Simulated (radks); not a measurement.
The numbers below are computed, except where a source is named.
Question: Neutral copper, [Ar] 3d10 4s1. Level of theory: non-relativistic Kohn-Sham, exchange-only PBE, spin-polarised, spherical densities, point nucleus (a radial shooting solver on a logarithmic mesh with Libxc functionals). Every spin shell is full or empty, so the densities are truly spherical. Functionals are evaluated on that one density, not self-consistently. Rank these exchange functionals by their error against the exact value of the orbitals, and give that value: LDA, B88, PBEsol, PW91, PW86, SOGGA, B86b, G96, EV93, APBE, TPSS, revTPSS.

Answer: Exact: -65.4897 hartree. From best to worst, with 100 (|E| - |E exact|)/|E exact| (equal figures are ties): revTPSS -0.27, TPSS +0.48, PW91 +0.52, B88 +0.57, B86b +0.60, PW86 +0.70, EV93 +0.73, G96 +0.78, APBE +1.00, PBEsol -2.25, SOGGA -2.27, LDA -5.61.
